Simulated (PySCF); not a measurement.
Si(vinyl)(OMe)3 (C5H12O3Si), SMILES [Si](OC)(OC)(C=C)OC. Geometry optimised at B3LYP-D3(BJ)/def2-SVP. The isomer is the one that the SMILES or the coordinates give; other isomers of the formula were not compared. One conformer was computed; it need not be the lowest.

Q: Give the equilibrium geometry at B3LYP-D3(BJ)/def2-SVP (PySCF confirms it by a frequency run) as a Z-matrix. (Estimate from the structure and the level; the computed values follow.)

A: This is not unique; one that fits is 
```
Si
O 1 1.6516
C 2 1.4118 1 124.80
H 3 1.1011 2 108.68 1 172.10
H 3 1.1035 4 108.70 2 121.44
H 3 1.1052 4 108.30 5 117.28
O 1 1.6519 2 107.70 3 -46.19
C 7 1.4089 1 127.13 2 158.79
H 8 1.1017 7 108.82 1 -161.26
H 8 1.1035 9 108.64 7 -121.81
H 8 1.1058 9 107.88 10 -117.24
O 1 1.6636 2 112.76 3 68.78
C 12 1.4089 1 125.04 2 65.20
H 13 1.1015 12 108.87 1 171.03
H 13 1.1052 14 108.21 12 -121.44
H 13 1.1058 14 108.21 15 -116.51
C 1 1.8527 2 106.41 3 -169.53
C 17 1.3403 1 123.29 2 0.78
H 18 1.0949 17 121.02 1 0.36
H 18 1.0962 19 116.69 17 -179.79
H 17 1.0986 18 118.36 19 179.94
```
